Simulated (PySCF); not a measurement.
# Correlation energy of Ge (germanium, neutral)

[Ar] 3d10 4s2 4p2, high-spin 3P determinant. Computed with PySCF 2.14 in jorge-DZP-DKH (8s6p2d1f, 43 functions), with the spin-free X2C one-electron Hamiltonian (Gaussian nucleus). Frozen: [Ar] 3d10; 4 electrons correlated.

MP2 pair energies summed by pair of shells (mhartree):

| pair | energy | share (%) |
| --- | --- | --- |
| 4s-4s | -11.57 | 50.7 |
| 4s-4p | -10.16 | 44.6 |
| 4p-4p | -1.06 | 4.7 |

Total MP2 correlation energy: -22.79 mhartree.

Same-spin part -2.71 and opposite-spin part -20.08 mhartree; SCS-MP2 scales them by 1/3 and 6/5 to -25.00 mhartree.

```tsv
level	correlation energy (mhartree)
CCSD	-31.04
(T)	-0.22
CCSD(T)	-31.26
```

Diagnostics: T1 = 0.0046, D1 = 0.0109, largest double amplitude 0.103.

**Question.** Is a single reference adequate?

**Answer.** Mostly. T1 lies below 0.03, but a double amplitude of this size points to a near-degeneracy that CCSD handles and MP2 describes poorly.
